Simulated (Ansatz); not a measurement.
# Ligand exchange: C4H3F3 + C2H6Sn → C4H4F2 + C2H5FSn

Species: C4H3F3 `FCC#CC(F)F`, singlet; C2H6Sn `C=[CH][SnH3]`, singlet; C4H4F2 `CC#CC(F)F`, singlet; C2H5FSn `C=[CH][SnH2][F]`, singlet. The partners trade F for H: C–F and Sn–H bonds give way to C–H and Sn–F.

Shapes, held fixed at every level: PBE0-D4/def2-TZVP. Flexible molecules stand in one conformer, not always the lowest. Programs: Ansatz 0.2.0. Electronic energies: no zero-point or thermal term.

Problem. Estimate ΔE of this reaction.

Solution. The highest level, CCSD(T)/def2-TZVPP, gives ΔE = -158.5 kJ/mol; the levels span -168.6 to -150.7. The column of differences is taken from that level and isn't an error. No measured value is set beside it here. For atoms past krypton def2 sets carry core potentials with scalar relativity. Correlated rows may include outer-core shells of Sn, which these sets cover unevenly.

| level | kind | ΔE (kJ/mol) | less CCSD(T)/def2-TZVPP |
| --- | --- | --- | --- |
| PBE-D4/def2-TZVPP | GGA | -160.2 | -1.7 |
| r2SCAN-D4/def2-TZVPP | meta-GGA | -167.0 | -8.5 |
| r2SCAN0-D4/def2-TZVPP | global hybrid | -164.7 | -6.2 |
| MP2/def2-SVP | perturbation theory | -163.7 | -5.2 |
| MP2/def2-TZVPP | perturbation theory | -168.6 | -10.1 |
| CCSD(T)/def2-SVP | coupled cluster or CI | -150.7 | +7.8 |
| CCSD/def2-TZVPP | coupled cluster or CI | -158.5 | 0.0 |
| CCSD(T)/def2-TZVPP | coupled cluster or CI | -158.5 | 0.0 |
